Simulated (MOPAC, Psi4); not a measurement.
Relaxed torsion scan: CH₈SSeSi₂, SMILES CS[SiH2][SiH2][SeH]. Scanned: dihedral C1–S2–Si3–Si4; all other coordinates were relaxed at GFN2-xTB. Points at φ and −φ are mirror images. Heavy atoms are numbered in the order of the SMILES CS[SiH2][SiH2][SeH], hydrogens after them in the order of the atoms that carry them; the mirror image has the same energies with the sign of each dihedral reversed.

- PBE-D3(BJ)/def2-TZVP // GFN2-xTB (Psi4)
- PBE/def2-TZVP // GFN2-xTB (Psi4)
- PM7, restricted, heats of formation // GFN2-xTB (MOPAC)
- MP2/cc-pVTZ = DF-MP2 (frozen core)/cc-pVTZ // GFN2-xTB (Psi4)

Energies relative to the lowest point of each profile, in kcal/mol:

| φ / ° | PBE-D3(BJ)/def2-TZVP | PBE/def2-TZVP | PM7 |
|---|---|---|---|
| -150 | 1.2 | 1.0 | 0.1 |
| -135 | 1.6 | 1.4 | 0.3 |
| -120 | 1.8 | 1.5 | 0.4 |
| -75 | 0.0 | 0.0 | 0.7 |
| -45 | 0.4 | 0.5 | 1.5 |
| -30 | 0.9 | 1.1 | 1.9 |
| -15 | 1.5 | 1.8 | 2.0 |
| 0 | 1.8 | 2.0 | 2.1 |
| 45 | 0.4 | 0.5 | 1.5 |
| 60 | 0.0 | 0.1 | 1.1 |
| 90 | 0.6 | 0.5 | 0.5 |
| 105 | 1.4 | 1.2 | 0.5 |

Question: What does MP2/cc-pVTZ give at the same points?

Answer: -150: 1.0; -135: 1.5; -120: 1.7; -75: 0.0; -45: 0.3; -30: 0.8; -15: 1.4; 0: 1.7; 45: 0.3; 60: 0.0; 90: 0.6; 105: 1.4 (kcal/mol).
